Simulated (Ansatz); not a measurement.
`[F][Al]([Cl])[Cl]` and `[F][Ga]([Cl])[Cl]` differ in one element.

Ansatz, PBE0-D4/def2-TZVP geometries, multiplicity 1. 

Scalar relativity is left out up to krypton.

```json
{"property": "HOMO–LUMO gap (B3LYP/def2-TZVPP) / eV", "`[F][Al]([Cl])[Cl]`": "7.71"}
{"property": "size of the dipole moment (PBE/def2-TZVPP) / D", "`[F][Al]([Cl])[Cl]`": "0.45"}
{"property": "HOMO–LUMO gap (PBE/def2-TZVPP) / eV", "`[F][Al]([Cl])[Cl]`": "6.00"}
{"property": "LUMO energy (PBE0/def2-TZVPP) / eV", "`[F][Al]([Cl])[Cl]`": "-1.31"}
{"property": "HOMO energy (B3LYP/def2-TZVPP) / eV", "`[F][Al]([Cl])[Cl]`": "-9.33"}
{"property": "LUMO energy (PBE/def2-TZVPP) / eV", "`[F][Al]([Cl])[Cl]`": "-2.17"}
```

What does the change do to each property? (Estimate.)

Ansatz gave: 
```
                                      property  `[F][Ga]([Cl])[Cl]`  shift
         HOMO–LUMO gap (B3LYP/def2-TZVPP) / eV                 7.07  -0.64
size of the dipole moment (PBE/def2-TZVPP) / D                 0.81   0.36
           HOMO–LUMO gap (PBE/def2-TZVPP) / eV                 5.29  -0.71
            LUMO energy (PBE0/def2-TZVPP) / eV                -2.01  -0.70
           HOMO energy (B3LYP/def2-TZVPP) / eV                -9.43  -0.10
             LUMO energy (PBE/def2-TZVPP) / eV                -2.98  -0.81
```

With PBE0 the HOMO falls by 0.10 eV and the LUMO falls by 0.70 eV, so the gap narrows by about 0.60 eV. PBE moves the HOMO by -0.09 eV and ωB97M-V by -0.11 eV. Dipoles are sizes alone; their direction can turn.

B3LYP here is the variant with VWN-RPA as its local correlation; programs differ in this.
